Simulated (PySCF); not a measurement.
PySCF input:

```python
from pyscf import gto, scf, dft

mol = gto.M(
    atom='''
    C    -0.09534627    1.33111814    0.01210732
    C    -1.15115099    0.32887739   -0.51642207
    S    -0.00769884   -1.07353584    0.23359474
    C     1.08230038    0.36502231   -0.12213402
    H    -0.18230125    1.60497330    1.08577572
    H    -0.00473891    2.26771602   -0.56254106
    H    -2.06591090    0.35397813    0.10241114
    H     1.42919648    0.31009034   -1.15886004
    H     1.93211740    0.48970859    0.55439091
    ''',
    basis='def2-tzvpd',
    charge=-1,
    spin=0,
    verbose=4,
)

mf = scf.RHF(mol).density_fit(auxbasis='def2-universal-jkfit')
mf.conv_tol = 1e-9
mf.max_cycle = 100
mf.max_memory = 1500
mf.kernel()
if not mf.converged:
    mf = mf.newton()
    mf.kernel(mf.make_rdm1())
mf.analyze()
```

Question: Predict the final energy.

Answer: -513.98370 Eh (HF/def2-TZVPD).

It need not be the lowest isomer of its formula. Whether it binds its extra electron was not tested at this geometry.
